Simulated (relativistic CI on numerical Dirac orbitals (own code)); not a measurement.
## Electric-dipole transitions in Dy46+

Calculated at this level of theory: Dirac-Coulomb-Breit CI, KLI orbitals optimised for each configuration, QED by a radiative potential, unscaled Slater integrals (own radial code, finite nucleus).

Configurations in the expansion (outside the closed core [Ne]): 3s2 3p6 3d2, 3s2 3p5 3d3, 3s 3p6 3d3, 3s2 3p6 3d 4s, 3s2 3p6 3d 4p, 3s2 3p6 3d 4d, 3s2 3p5 3d2 4s, 3s2 3p6 3d 4f, 3s2 3p5 3d2 4p, 3s2 3p5 3d2 4d, 3p6 3d4, 3p5 3d5, 3p5 3d4 4s, 3p6 3d3 4s, 3p5 3d3 4s2. Double excitations out of closed p, d and f shells are left out; levels of such configurations are missing from the list, as are those of other unlisted configurations, and high levels can miss mixing partners. These lack a partner that the ground configuration has and come out too high: 3s2 3p5 3d2 4p, 3s2 3p5 3d2 4d.

```csv
λ vac (nm),Lower,Upper,A (s⁻¹),E lower (eV),E upper (eV)
2.5527,3s2 3p6 3d2 3F_2 [1],3s2 3p5 3d3 3D°_1 [89],2.65e+12,0.000,485.690
2.5863,3s2 3p6 3d2 3F_3 [3],3s2 3p5 3d3 3F°_4 [98],5.09e+11,40.889,520.269
2.5991,3s2 3p6 3d2 3F_3 [3],3s2 3p5 3d3 3F°_3 [95],5.33e+11,40.889,517.914
2.6013,3s2 3p6 3d2 3P_2 [4],3s2 3p5 3d3 3S°_1 [102],2.75e+12,50.250,526.875
2.6124,3s2 3p6 3d2 3P_1 [6],3s2 3p5 3d3 3D°_2 [104],1.13e+12,54.197,528.801
2.6177,3s2 3p6 3d2 3F_3 [3],3s2 3p5 3d3 3D°_2 [93],1.19e+12,40.889,514.526
2.6234,3s2 3p6 3d2 3F_4 [7],3s2 3p5 3d3 3D°_3 [113],1.57e+12,89.490,562.103
2.6291,3s2 3p6 3d2 1G_4 [5],3s2 3p5 3d3 1F°_3 [100],2.52e+12,52.748,524.335
2.6452,3s2 3p6 3d2 3F_3 [3],3s2 3p5 3d3 3D°_2 [91],1.50e+12,40.889,509.604
2.6476,3s2 3p6 3d2 3F_3 [3],3s2 3p5 3d3 3D°_3 [90],6.71e+11,40.889,509.182
2.6511,3s2 3p6 3d2 3P_2 [4],3s2 3p5 3d3 3F°_3 [95],5.87e+11,50.250,517.914
2.6519,3s2 3p6 3d2 1G_4 [5],3s2 3p5 3d3 3F°_4 [98],2.98e+12,52.748,520.269
2.6588,3s2 3p6 3d2 3F_4 [7],3s2 3p5 3d3 1F°_3 [109],1.17e+12,89.490,555.808
2.6625,3s2 3p6 3d2 3P_0 [2],3s2 3p5 3d3 3D°_1 [89],1.00e+12,20.015,485.690
2.6702,3s2 3p6 3d2 3P_2 [8],3s2 3p5 3d3 3P°_2 [112],1.75e+12,96.181,560.514
2.6789,3s2 3p6 3d2 3P_2 [8],3s2 3p5 3d3 1P°_1 [111],2.75e+12,96.181,558.995
2.6870,3s2 3p6 3d2 3F_4 [7],3s2 3p5 3d3 3F°_4 [108],1.83e+12,89.490,550.916
2.6975,3s2 3p6 3d2 3P_2 [8],3s2 3p5 3d3 1F°_3 [109],1.26e+12,96.181,555.808
2.7016,3s2 3p6 3d2 3P_2 [4],3s2 3p5 3d3 3D°_3 [90],5.05e+11,50.250,509.182
2.7023,3s2 3p6 3d2 3F_4 [7],3s2 3p5 3d3 3G°_5 [107],1.57e+12,89.490,548.293
2.7535,3s2 3p6 3d2 3F_2 [1],3s2 3p5 3d3 3F°_2 [82],1.93e+12,0.000,450.284
2.8272,3s2 3p6 3d2 3F_3 [3],3s2 3p5 3d3 3G°_4 [86],4.48e+11,40.889,479.428
2.8598,3s2 3p6 3d2 3F_3 [3],3s2 3p5 3d3 5G°_3 [83],5.37e+11,40.889,474.435
2.8903,3s2 3p6 3d2 1G_4 [5],3s2 3p5 3d3 1H°_5 [88],4.67e+11,52.748,481.715
3.1705,3s2 3p5 3d3 3I°_7 [43],3s 3p6 3d3 3H_6 [139],1.17e+12,324.919,715.981
3.1847,3s2 3p5 3d3 3H°_6 [22],3s 3p6 3d3 3G_5 [126],1.16e+12,280.171,669.482
3.2025,3s2 3p5 3d3 3G°_5 [19],3s 3p6 3d3 5F_4 [125],9.77e+11,278.223,665.365
3.2067,3s2 3p5 3d3 5G°_6 [37],3s 3p6 3d3 5F_5 [135],1.08e+12,317.929,704.565
3.2180,3s2 3p5 3d3 3F°_3 [13],3s 3p6 3d3 5F_2 [121],1.27e+12,242.392,627.672
3.2197,3s2 3p5 3d3 5G°_4 [15],3s 3p6 3d3 5F_3 [122],1.01e+12,270.961,656.038
3.7950,3s2 3p6 3d2 3F_3 [3],3s2 3p5 3d3 3F°_3 [66],5.07e+11,40.889,367.594
3.8088,3s2 3p6 3d2 1G_4 [5],3s2 3p5 3d3 3F°_3 [72],5.68e+11,52.748,378.266
3.8285,3s2 3p6 3d2 3F_4 [7],3s2 3p5 3d3 3D°_3 [79],7.54e+11,89.490,413.335
3.8384,3s2 3p6 3d2 3F_3 [3],3s2 3p5 3d3 3D°_2 [63],3.62e+11,40.889,363.896
3.8478,3s2 3p6 3d2 3P_0 [2],3s2 3p5 3d3 3D°_1 [53],6.01e+11,20.015,342.239
3.8559,3s2 3p6 3d2 3P_2 [4],3s2 3p5 3d3 3D°_2 [68],6.05e+11,50.250,371.798
3.8945,3s2 3p6 3d2 3F_2 [1],3s2 3p5 3d3 3G°_3 [38],7.91e+11,0.000,318.354
3.9069,3s2 3p6 3d2 3P_2 [4],3s2 3p5 3d3 3F°_3 [66],3.28e+11,50.250,367.594
3.9197,3s2 3p6 3d2 3F_2 [1],3s2 3p5 3d3 3F°_2 [36],3.50e+11,0.000,316.309
3.9289,3s2 3p6 3d2 3F_2 [1],3s2 3p5 3d3 3D°_2 [35],3.04e+11,0.000,315.571
3.9527,3s2 3p6 3d2 1G_4 [5],3s2 3p5 3d3 3G°_4 [65],6.41e+11,52.748,366.414
3.9606,3s2 3p6 3d2 3F_4 [7],3s2 3p5 3d3 3F°_4 [77],6.95e+11,89.490,402.533
3.9607,3s2 3p6 3d2 3F_2 [1],3s2 3p5 3d3 3D°_1 [33],4.42e+11,0.000,313.033
4.0017,3s2 3p6 3d2 3F_3 [3],3s2 3p5 3d3 3F°_4 [56],1.80e+11,40.889,350.719
4.0629,3s2 3p6 3d2 1G_4 [5],3s2 3p5 3d3 1H°_5 [59],3.24e+11,52.748,357.907
```

Terms are leading LS components. Brackets give the number of a level in order of energy, since labels repeat. The list gives strong lines, with weight on those to low levels, without lines whose two gauges differ by over a factor of 2.5, among the lowest 200 of 1699 levels, so that lines to higher ones, which can be the strongest, are missing. Levels whose partners in the same complex of configurations lie outside the list can be far off, and so can their lines. Rates are taken at the computed energies, electric ones in the length gauge.

At this charge energies of transitions that change n are usually good to better than 1 %, and those within a shell (Δn = 0) to a few per cent.

LS names give the leading component of a level, which can be under half, so a name can repeat, a term be missing and a line seem to break the LS rules.
